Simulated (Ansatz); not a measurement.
Consider the redistribution: `O[SiH](O)O[SiH](F)F` + `[F][AlH][Br]` → `O[SiH](O)O[SiH2]F` + `[F][Al]([F])[Br]`.

Program: Ansatz. Geometries: PBE0-D4/def2-TZVP. ΔE: electronic, gas phase. CCSD(T)/CBS adds triple-zeta CCSD(T) − MP2 to the extrapolated MP2 energy (def2 sets, frozen cores). This one scheme is used for every species. DFT in def2-TZVPP. HSE06 is defined as in plane-wave codes. For Br outer-core shells are correlated without core-valence functions, which leaves a few kJ/mol of doubt a bond. Scalar relativity is left out up to krypton. One conformer a species, not always the lowest.

`O[SiH](O)O[SiH](F)F`:

Cartesian coordinates in Å:
```
O 0.915 -1.384 -1.353
Si -0.502 -0.759 -0.833
O -1.160 -1.600 0.397
O -0.121 0.767 -0.389
Si 0.438 1.697 0.789
F 0.681 0.805 2.081
F -0.648 2.776 1.175
H 0.924 -2.299 -1.636
H -1.529 -0.717 -1.884
H -0.680 -1.663 1.226
H 1.682 2.379 0.427
```

`[F][AlH][Br]`:

Z-matrix (Å, degrees):
```
Al
F 1 1.641
Br 1 2.237 2 117.7
H 1 1.563 2 119.7 3 -180.0
```

`O[SiH](O)O[SiH2]F`:

Cartesian coordinates in Å:
```
O -1.672 -0.067 -1.769
Si -0.800 -0.664 -0.530
O -1.555 -0.531 0.917
O 0.582 0.168 -0.340
Si 1.746 0.687 0.660
F 3.102 0.762 -0.171
H -1.854 0.874 -1.793
H -0.535 -2.067 -0.890
H -2.410 -0.950 1.018
H 1.441 2.055 1.127
H 1.956 -0.268 1.770
```

`[F][Al]([F])[Br]`:

```xyz
4

F    -0.172    1.491   -0.813
Al   -0.008    0.124    0.063
F     0.054    0.233    1.690
Br    0.126   -1.848   -0.940
```

```tsv
level	ΔE (kJ/mol)
B97M-V	4.0
BLYP	-10.5
HSE06	-5.5
SCS-MP2/def2-QZVPP	-11.5
```

Question: What does CCSD(T)/CBS give? (Best estimate.)

Answer: The calculation gave: -8.8 kJ/mol. The listed levels differ from it by 12.8, -1.7, 3.3, -2.7 kJ/mol.

Largest T1 diagnostic among the species: 0.012.

From BLYP to BHLYP (50 % exact exchange), in def2-TZVPP and without D4, ΔE moves by +5.1 kJ/mol. In def2-TZVPP, CCSD(T) changes the Hartree–Fock value by −5.0 kJ/mol (the triples alone add −0.1 kJ/mol) and MP2 by −7.9 kJ/mol. At CCSD(T), def2-SVP lies −9.4 kJ/mol from the extrapolated value and def2-TZVPP +1.0 kJ/mol.
